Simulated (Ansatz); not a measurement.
`[CH3][GeH]([NH2])[OH]` + `CCl` → `[NH2][GeH]([OH])[CH2]Cl` + CH₄  (formal exchange of groups at a Ge–C bond)

Gas-phase electronic energies from Ansatz, PBE0-D4/def2-TZVP geometries. CCSD(T)/CBS is the MP2 limit (def2-TZVPP, def2-QZVPP) plus CCSD(T) − MP2 in def2-TZVPP, frozen cores. This one scheme is used for every species. For Ge outer-core shells are correlated without core-valence functions, which leaves a few kJ/mol of doubt a bond. Scalar relativity is left out up to krypton. One conformer a species, not always the lowest.

```json
{"level": "MP2/def2-TZVPP", "ΔE (kJ/mol)": "-0.9"}
{"level": "CCSD/def2-TZVPP", "ΔE (kJ/mol)": "1.6"}
{"level": "HF/def2-QZVPP", "ΔE (kJ/mol)": "6.4"}
{"level": "SCS-MP2/def2-QZVPP", "ΔE (kJ/mol)": "0.4"}
```

(1) What does CCSD(T)/CBS give? (An estimate is asked.)

Largest T1 diagnostic among the species: 0.011.

## Answers

(1) The calculation gave: -0.2 kJ/mol. The listed levels differ from it by -0.7, 1.8, 6.6, 0.6 kJ/mol.

In def2-TZVPP, CCSD(T) changes the Hartree–Fock value by −5.8 kJ/mol (the triples alone add −1.5 kJ/mol) and MP2 by −6.8 kJ/mol. The D4 term adds −4.3 kJ/mol with B3LYP and −2.5 kJ/mol with PBE0; it sums over pairs of atoms, weighted by their polarisabilities, and B3LYP, whose exchange is more repulsive, gets the larger term.

B3LYP here is the variant with VWN-RPA as its local correlation; programs differ in this.
